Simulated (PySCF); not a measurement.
C5H8OS2.
Numbering: `[CH3:1][S@@:2](=[O:3])[C@@H:4]1[CH2:5][CH:6]=[CH:7][S:8]1`

NICS is the negative of the GIAO shielding at a point without a nucleus: at the ring centre (0) and 1 Å above and below it (1); zz is the component along the ring normal. Level: GIAO PBE0/pcSseg-1 (PySCF, non-relativistic, gas phase) on the GFN2-xTB geometry, one conformer.

Ring bond lengths (Å), with Mayer bond orders in brackets: C4–C5 1.520 (0.98), C5–C6 1.498 (1.03), C6–C7 1.324 (1.83), C7–S8 1.754 (1.02), S8–C4 1.817 (0.99).

Give the NICS values of each ring in ppm.

```csv
ring,type,NICS(0),"NICS(1), two faces","NICS(1)zz, two faces",rms pucker (Å),"centre to ring atoms, mean (Å)"
C4–C5–C6–C7–S8,"5-membered ring with S; formal bonds 1 double, 4 single",-5.5,-3.1 / -4.1,-3.2 / -3.7,0.10,1.34
```

What can be read from them?

- C4–C5–C6–C7–S8: mean NICS(1)zz -3.5 ppm, shielded. C4, C5 have four or more neighbours, and the NICS criterion for π rings isn't applied.

Give the inner angles of the rings and the Hirshfeld charges of the ring atoms.

- C4–C5–C6–C7–S8: C4 108.1° (-0.043 e), C5 106.7° (-0.075 e), C6 115.4° (-0.060 e), C7 114.5° (-0.073 e), S8 90.7° (+0.017 e); sum 535.5° against 540° for a flat convex ring.

Hardware: Arm Neoverse N1, one thread, shared host. Cost: 56 s of wall time (grids of density and orbitals included), 0.78 GiB resident at most. This is the whole shielding run at PBE0/pcSseg-1, SCF included.

The values belong to the conformer `[CH3:1][S@@:2](=[O:3])[C@@H:4]1[CH2:5][CH:6]=[CH:7][S:8]1`: C1–S2–C4–C5 -165°.
